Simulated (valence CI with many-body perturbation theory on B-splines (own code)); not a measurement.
Cs24+: electric-dipole lines

Level of theory: configuration interaction combined with many-body perturbation theory (CI+MBPT): three valence electrons over a frozen Dirac-Fock core [Ar] 3d10, radial functions for each j: 11 s, 11 p, 9 d, 7 f, 5 g, 2 h, 1 i, with the one-electron correlation potential Σ1, the two-electron term Σ2, the three-electron term Σ3, Breit, model QED; selected CI, second order for the rest (own B-spline code, finite nucleus).

No measured levels were compared; by estimate levels hold to about 250 cm⁻¹ or 0.2 % of their energy and the worst to 1 %, as in measured heavy ions of charge 2 to 7; those with d or f electrons hold less well.

Lines 201 to 250 of 271 in falling wavelength, among levels below 2141200 cm⁻¹, chosen from the strongest by gf and those to the six lowest levels. Wavelengths and rates use the calculated energies, so an error of 2000 cm⁻¹ moves a line at 109.8 Å by 0.22 % and its rate by three times that or more. Electric multipoles are in the length gauge, E1 and E2 with the static RPA response of the core. Weak lines are less certain than strong ones. Lines between different terms over intervals too small for the method are left out, as are lines whose strength nearly cancels. Where a level lies close to another of its J and parity, the split of strength between their lines is uncertain.

Levels are named by their leading jj configuration (3d3/2^4 stands for four electrons in 3d with j = 3/2), which in mixed levels can hold well under half, so a name can repeat and another be missing. Letters in brackets count levels of one name in rising energy.

```csv
λ vac (Å),Upper,Lower,A (s⁻¹),log gf,Branch %
109.8,(4s 4p1/2 4d3/2) J=3/2 [b],(4s 4p1/2^2) J=1/2,1.91e+11,0.14,83.6
109.3,(4s 4p1/2 4d3/2) J=1/2,(4s 4p1/2^2) J=1/2,2.83e+11,0.01,96.1
109.1,(4s 4p3/2 4d3/2) J=1/2 [b],(4s 4p1/2 4p3/2) J=1/2,1.43e+11,-0.29,49.5
108.6,(4s 4p3/2 4d3/2) J=1/2 [a],(4s 4p1/2 4p3/2) J=3/2 [a],1.93e+11,-0.17,97.8
108.5,(4s 4p3/2 4d3/2) J=5/2 [a],(4s 4p1/2 4p3/2) J=3/2 [a],9.85e+10,0.02,40.0
108.4,(4s 4p3/2 4d5/2) J=5/2 [a],(4s 4p1/2 4p3/2) J=5/2,1.68e+05,-5.75,0.0
108.2,(4s^2 4d3/2) J=3/2,(4s^2 4p1/2) J=1/2,2.16e+11,0.18,79.7
108.1,(4s 4p3/2 4d3/2) J=5/2 [b],(4s 4p1/2 4p3/2) J=3/2 [b],2.21e+11,0.37,78.5
108.1,(4s 4p3/2 4d3/2) J=3/2,(4s 4p1/2 4p3/2) J=3/2 [a],1.38e+11,-0.02,62.8
107.2,(4p1/2 4p3/2 4d5/2) J=5/2 [c],(4p1/2^2 4p3/2) J=3/2,9.60e+10,0.00,35.8
105.8,(4s 4p3/2 4d5/2) J=3/2 [a],(4s 4p1/2 4p3/2) J=5/2,1.77e+08,-2.92,0.1
105.8,(4p3/2^3) J=3/2,(4s 4p1/2^2) J=1/2,4.27e+09,-1.54,3.9
105.6,(4s 4p3/2 4d3/2) J=1/2 [b],(4s 4p1/2 4p3/2) J=3/2 [b],3.72e+09,-1.91,1.3
104.2,(4s 4p3/2 4d5/2) J=5/2 [a],(4s 4p1/2 4p3/2) J=3/2 [a],3.70e+08,-2.44,0.3
103.5,(4s 4p3/2 4d5/2) J=1/2,(4s 4p1/2 4p3/2) J=3/2 [b],6.91e+09,-1.65,2.7
103.1,(4s 4p3/2 4d5/2) J=7/2 [b],(4s 4p1/2 4p3/2) J=5/2,3.63e+10,-0.34,33.9
101.9,(4s 4p3/2 4d5/2) J=3/2 [a],(4s 4p1/2 4p3/2) J=3/2 [a],1.52e+09,-2.02,0.6
101.5,(4s 4p3/2 4d5/2) J=3/2 [b],(4s 4p1/2 4p3/2) J=3/2 [b],1.08e+10,-1.17,3.5
101.5,(4s 4p3/2 4d3/2) J=5/2 [b],(4s 4p1/2 4p3/2) J=5/2,2.83e+07,-3.58,0.0
101.5,(4s 4p3/2 4d5/2) J=3/2 [c],(4s 4p1/2 4p3/2) J=3/2 [b],1.13e+10,-1.16,3.4
101.3,(4s 4p1/2 4d5/2) J=3/2,(4s 4p1/2^2) J=1/2,3.99e+10,-0.61,17.6
101.1,(4s 4p3/2 4d5/2) J=7/2 [c],(4s 4p1/2 4p3/2) J=5/2,2.42e+10,-0.53,10.2
100.7,(4s 4p3/2 4d5/2) J=5/2 [b],(4s 4p1/2 4p3/2) J=3/2 [b],2.08e+09,-1.72,0.6
97.91,(4s 4p3/2 4d3/2) J=5/2 [b],(4s 4p1/2 4p3/2) J=3/2 [a],7.99e+08,-2.16,0.3
97.43,(4s 4p3/2 4d3/2) J=1/2 [a],(4s 4p1/2^2) J=1/2,5.86e+06,-4.78,0.0
97.03,(4s 4p3/2 4d3/2) J=3/2,(4s 4p1/2^2) J=1/2,4.83e+08,-2.56,0.2
95.87,(4s 4p3/2 4d3/2) J=1/2 [b],(4s 4p1/2 4p3/2) J=3/2 [a],5.93e+08,-2.79,0.2
95.73,(4s 4p3/2 4d5/2) J=3/2 [b],(4s 4p1/2 4p3/2) J=5/2,6.76e+08,-2.43,0.2
95.67,(4s 4p3/2 4d5/2) J=3/2 [c],(4s 4p1/2 4p3/2) J=5/2,6.09e+07,-3.48,0.0
94.99,(4s 4p3/2 4d5/2) J=5/2 [b],(4s 4p1/2 4p3/2) J=5/2,2.77e+09,-1.65,0.7
94.12,(4s 4p3/2 4d5/2) J=1/2,(4s 4p1/2 4p3/2) J=3/2 [a],6.89e+08,-2.74,0.3
92.50,(4s 4p3/2 4d5/2) J=3/2 [b],(4s 4p1/2 4p3/2) J=3/2 [a],7.31e+06,-4.43,0.0
92.44,(4s 4p3/2 4d5/2) J=3/2 [c],(4s 4p1/2 4p3/2) J=3/2 [a],2.15e+09,-1.96,0.6
92.01,(4s 4p3/2 4d5/2) J=3/2 [a],(4s 4p1/2^2) J=1/2,4.16e+09,-1.68,1.6
91.81,(4s 4p3/2 4d5/2) J=5/2 [b],(4s 4p1/2 4p3/2) J=3/2 [a],1.66e+09,-1.90,0.4
87.54,(4s^2 4f5/2) J=5/2,(4s 4p1/2 4p3/2) J=3/2 [b],6.22e+09,-1.37,2.1
87.07,(4s 4p3/2 4d3/2) J=1/2 [b],(4s 4p1/2^2) J=1/2,4.50e+08,-2.99,0.2
85.62,(4s 4p3/2 4d5/2) J=1/2,(4s 4p1/2^2) J=1/2,1.49e+09,-2.48,0.6
84.28,(4s 4p3/2 4d5/2) J=3/2 [b],(4s 4p1/2^2) J=1/2,2.91e+07,-3.91,0.0
84.23,(4s 4p3/2 4d5/2) J=3/2 [c],(4s 4p1/2^2) J=1/2,6.26e+08,-2.57,0.2
83.19,(4s^2 4f5/2) J=5/2,(4s 4p1/2 4p3/2) J=5/2,1.16e+08,-3.14,0.0
83.07,(4s^2 4f7/2) J=7/2,(4s 4p1/2 4p3/2) J=5/2,2.12e+09,-1.76,0.8
80.74,(4s^2 4f5/2) J=5/2,(4s 4p1/2 4p3/2) J=3/2 [a],2.28e+08,-2.87,0.1
62.34,(4p1/2^2 4d3/2) J=3/2,(4s^2 4p3/2) J=3/2,1.67e+06,-5.41,0.0
60.59,(4p1/2^2 4d5/2) J=5/2,(4s^2 4p3/2) J=3/2,1.55e+07,-4.29,0.0
58.44,(4p1/2 4p3/2 4d3/2) J=5/2,(4s^2 4p3/2) J=3/2,5.22e+05,-5.79,0.0
57.91,(4p1/2 4p3/2 4d3/2) J=3/2 [a],(4s^2 4p3/2) J=3/2,1.51e+06,-5.52,0.0
57.79,(4p1/2 4p3/2 4d3/2) J=1/2 [a],(4s^2 4p3/2) J=3/2,3.24e+05,-6.49,0.0
56.85,(4p1/2^2 4d3/2) J=3/2,(4s^2 4p1/2) J=1/2,5.73e+07,-3.95,0.1
56.26,(4p1/2 4p3/2 4d5/2) J=3/2 [a],(4s^2 4p3/2) J=3/2,5.16e+06,-5.01,0.0
```
